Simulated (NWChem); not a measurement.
System: C4H7F; SMILES C/C=C(\C)F

Input file for NWChem:

```
start job
memory heap 200 mb stack 900 mb global 1100 mb
geometry units angstroms noautosym nocenter noautoz
  C      0.030235     2.056738     0.000000
  C      0.680577     0.714096     0.000000
  C      0.072286    -0.473617     0.000000
  C     -1.374443    -0.810121     0.000000
  F      0.833993    -1.583193     0.000000
  H      0.332477     2.643796     0.883394
  H     -1.067208     1.999408     0.000000
  H      0.332477     2.643796    -0.883394
  H      1.775410     0.681808     0.000000
  H     -1.622493    -1.416418     0.886088
  H     -1.622493    -1.416418    -0.886088
  H     -2.005751     0.086113     0.000000
end
basis spherical
  * library pcsseg-1
end
dft
  xc slater vwn_5
  iterations 150
end
property
  shielding 10 1 2 3 4 5 6 7 9 10 12
  efieldgrad
end
task dft property
```

All runs use the structure optimised with PBE0/def2-SVP.

GIAO values for the isolated, static molecule; σ is the absolute isotropic shielding, δ = σ(reference) − σ with the isolated reference molecule computed at the same levels (13C: tetramethylsilane, 19F: trichlorofluoromethane, 1H: tetramethylsilane).

Atoms are numbered as in the input.

Q: Give the results of this calculation. (LDA (Slater exchange, VWN5)/pcSseg-1, GIAO.) Quantities: δ C1 (ppm); δ C2 (ppm); δ C4 (ppm); δ F5 (ppm); δ H6 (rotor mean) (ppm); δ H9 (ppm); δ H10 (rotor mean) (ppm).

A: 
```json
{
  "δ C1 (ppm)": "13.5",
  "δ C2 (ppm)": "107.7",
  "δ C4 (ppm)": "13.4",
  "δ F5 (ppm)": "-101.5",
  "δ H6 (rotor mean) (ppm)": "1.64",
  "δ H9 (ppm)": "5.07",
  "δ H10 (rotor mean) (ppm)": "1.81"
}
```
